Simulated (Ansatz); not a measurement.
Reaction (redistribution): `C#CBBC` + `OB([SiH3])Cl` → `CBB([SiH3])Cl` + `C#CBO`

Calculated with Ansatz (gas phase, PBE0-D4/def2-TZVP geometries, no zero-point term in ΔE). CCSD(T)/CBS adds triple-zeta CCSD(T) − MP2 to the extrapolated MP2 energy (def2 sets, frozen cores). DFT in def2-TZVPP. B3LYP here is the variant with VWN-RPA as its local correlation; programs differ in this. One conformer a species, not always the lowest.

`C#CBBC`:

```xyz
11

C    -2.445   -1.077    1.352
C    -1.762   -0.703    0.426
B    -0.869   -0.240   -0.692
B     0.781   -0.237   -0.548
C     1.653    0.967   -0.072
H    -3.058   -1.406    2.160
H    -1.394    0.120   -1.712
H     1.368   -1.232   -0.897
H     2.116    1.373   -0.985
H     2.491    0.650    0.554
H     1.119    1.785    0.415
```

`OB([SiH3])Cl`:

Z-matrix (Å, degrees):
```
Si
B 1 2.023
H 1 1.488 2 109.2
H 1 1.488 2 109.2 3 -118.0
H 1 1.486 2 112.1 3 121.0
Cl 2 1.779 1 119.0 3 59.3
O 2 1.343 1 121.8 3 -120.7
H 7 0.965 2 113.9 1 180.0
```

`CBB([SiH3])Cl`:

Z-matrix (Å, degrees):
```
C
B 1 1.560
H 1 1.091 2 116.3
H 1 1.093 2 113.2 3 128.7
H 1 1.102 2 104.3 3 -117.6
B 2 1.653 1 125.1 3 13.5
H 2 1.206 1 117.5 3 -166.4
Cl 6 1.757 2 120.8 1 88.0
Si 6 2.029 2 122.9 1 -91.6
H 9 1.489 6 112.8 2 -5.9
H 9 1.491 6 108.4 2 113.9
H 9 1.489 6 110.2 2 -127.5
```

`C#CBO`:

Cartesian coordinates in Å:
```
C -1.004 0.204 1.502
C -0.440 -0.089 0.476
B 0.267 -0.471 -0.824
O 1.261 0.288 -1.333
H -1.505 0.458 2.407
H -0.036 -1.453 -1.432
H 1.457 1.063 -0.797
```

```tsv
level	ΔE (kcal/mol)	difference from CCSD(T)/CBS
PBE-D4	1.2	0.8
r2SCAN-D4	1.8	1.4
B3LYP-D4	1.2	0.8
ωB97X-V	1.3	0.9
ωB97M-V	1.2	0.8
B2PLYP	1.3	0.9
PBE	1.6	1.2
r2SCAN	1.9	1.5
PBE0	1.5	1.1
HF/def2-TZVPP	1.7	1.3
MP2/def2-TZVPP	0.5	0.1
SCS-MP2/def2-TZVPP	0.5	0.1
HF/def2-QZVPP	1.7	1.3
SCS-MP2/def2-QZVPP	0.5	0.1
HF/CBS(def2)	1.7	1.3
MP2/CBS(def2)	0.6	0.2
CCSD(T)/CBS	0.4	0
```

Largest T1 diagnostic among the species: 0.015.

In def2-TZVPP, CCSD(T) changes the Hartree–Fock value by −1.3 kcal/mol (the triples alone add −0.1 kcal/mol) and MP2 by −1.2 kcal/mol.
